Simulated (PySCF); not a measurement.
## Ni⁻: fine-structure interval

Ni⁻ [Ar] 3d9 4s2 [3d3/2^4 3d5/2^5, M_J = 5/2] → Ni⁻ [Ar] 3d9 4s2 [3d3/2^3 3d5/2^6, M_J = 3/2], as a difference of total energies. All numbers are calculated (PySCF 2.14, the two-component X2C-1e Hamiltonian, in x2c-SVPall-2c with one added diffuse shell each of s, d type (6s5p4d1f, 48 functions)). Correlated levels: [Ne] frozen; the 6 highest virtual spinors dropped. "Screened" scales the spin-orbit matrix elements by Boettger's factors to mimic the two-electron term; Breit and QED terms are absent.

```json
{"method": "GHF (screened spin-orbit)", "fine-structure interval (cm⁻¹)": "1835.7"}
{"method": "GMP2 (screened spin-orbit)", "fine-structure interval (cm⁻¹)": "1890.1"}
{"method": "GHF (bare spin-orbit)", "fine-structure interval (cm⁻¹)": "2738.4"}
```
